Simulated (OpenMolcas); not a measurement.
Pt6+ among 6 point charges of -1.7 e arranged as a tetragonal octahedron (D4h), 2.43 Å from the ion, with the axial distance 2.624 Å.

- Program: OpenMolcas
- Method: CASSCF
- Basis: ANO-RCC-VDZP [7s6p4d2f]
- Scalar Hamiltonian: DKH2, point nucleus
- Active space: 4 electrons in 5 orbitals (5d)
- State averaging: 2S+1 = 5 even, 5 roots; 2S+1 = 3 even, 45 roots; 2S+1 = 1 even, 50 roots
- Spin-orbit coupling: RASSI with atomic mean-field integrals over the reference wave functions

(1) What is the spin-free ground state (labels of D4, the rotations of D4h)?

(2) Where is the first state of the same spin?

(3) What are the lowest two levels with spin-orbit coupling?

(4) What is χT at 300 K?

Answers

(1) 5B1, 1-fold in its orbital part, 100 % from free-ion D terms; it has the highest spin that d4 allows.

(2) 5A1 at 1950 cm-1 above the ground state.

(3) A 1-fold level A1, then a 1-fold level A2 6924 cm-1 above it. Their leading multiplicities are 5 (60 %) and 5 (83 %).

(4) 0.03 cm3 K/mol.

Spin-orbit coupling mixes the spin-free states strongly: the lowest level takes only 21 % from its leading state, 5E, which lies 3139 cm-1 above the lowest spin-free state. Without dynamic correlation the repulsion within the d shell is too large (B by tens of per cent), so at a given field states of lower spin stand too high. Point charges give a weaker field than real ligands, and real ions of this kind are as a rule low spin; the high spin found here belongs to the model. The ground term spreads over less than 5000 cm-1, several times less than with real ligands, so orbital moments are less quenched and χT lies further from the spin-only value than at real sites. This is an electrostatic model: the charges have no orbitals. No measured value stands beside these numbers.
